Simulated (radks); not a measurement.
Q: These are the eigenvalues of the occupied orbitals of an atom or ion with whole-number occupations (hartree). Calculated with a radial shooting solver on a logarithmic mesh with Libxc functionals: scalar-relativistic Kohn-Sham, MS2 meta-GGA, spin-polarised, spherical densities, finite nucleus; meta-GGA in the generalised Kohn-Sham scheme; Fermi nuclear charge, rms radius of each element as measured or else 0.836 A^(1/3) + 0.57 fm.

orbital  eigenvalue
1s up     -237.8908
1s down   -237.8899
2s up     -28.44753
2s down   -28.41401
2p up     -24.13269
2p down   -24.09802
3p up      -2.83431
3p down    -2.69451
3d up      -1.02279
3d down    -0.90034

Which element is it, and in what charge state? The configuration may be excited. Open shells, if any, are filled with parallel spins first.

A: Z = 25, manganese, charge +2: Mn2+ in [Ne] 3p6 3d7. The list shows which subshells hold electrons but not how many an open one holds; the 1s level, -237.89 hartree, gives Z - s = 21.8 by -(Z - s)^2/2, which with screening and relativity narrows Z to a few neighbours, and the depths of the outer levels then fix element, charge and occupations together.
